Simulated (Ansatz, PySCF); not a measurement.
Pair of molecules: CH4O (SMILES CO) (first 6 atoms) with C2H6 (SMILES CC); geometry from B3LYP-D3(BJ)/def2-TZVP, rigid monomers moved along the line of their centres of mass till H6···C7 is 2.41 Å.
(charge 0, multiplicity 1):
```tsv
atom	x (Å)	y (Å)	z (Å)
C	-0.6336	0.2408	0.0527
O	0.6830	-0.1554	0.4083
H	-1.2481	-0.6085	-0.2651
H	-0.5412	0.9309	-0.7846
H	-1.1428	0.7587	0.8730
H	0.6286	-0.7709	1.1462
C	-0.1206	-0.7567	3.4349
C	0.1503	0.7417	3.5386
H	-0.4963	-1.1633	4.3756
H	0.7894	-1.3094	3.1875
H	-0.8710	-0.9759	2.6709
H	-0.7609	1.2913	3.7819
H	0.5415	1.1380	2.6004
H	0.8826	0.9553	4.3192
```

Monomers are frozen at their geometry in the pair; levels with a basis set take the counterpoise correction.

Frozen-core correlation.

Programs: Ansatz (a quantum-chemistry and plane-wave program) with Gaussian orbitals; PySCF for the dispersion terms. Values without a source in brackets are computed.

PBE/def2-TZVPPD gives 0.8 kJ/mol for the interaction energy.

### Question
Predict the shift from PBE, with its sign, for: PBE-D3(BJ)/def2-TZVPPD, r2SCAN/def2-TZVPPD, B3LYP/def2-TZVPPD, wB97M-V/def2-TZVPPD, MP2/aug-cc-pVDZ, CCSD(T)/aug-cc-pVDZ.

### Answer
PBE-D3(BJ)/def2-TZVPPD -7.0; r2SCAN/def2-TZVPPD -5.0; B3LYP/def2-TZVPPD 4.9; wB97M-V/def2-TZVPPD -6.7; MP2/aug-cc-pVDZ -3.3; CCSD(T)/aug-cc-pVDZ -3.3 kJ/mol. 1 of 6 lie above PBE; the widest gap is to PBE-D3(BJ)/def2-TZVPPD.
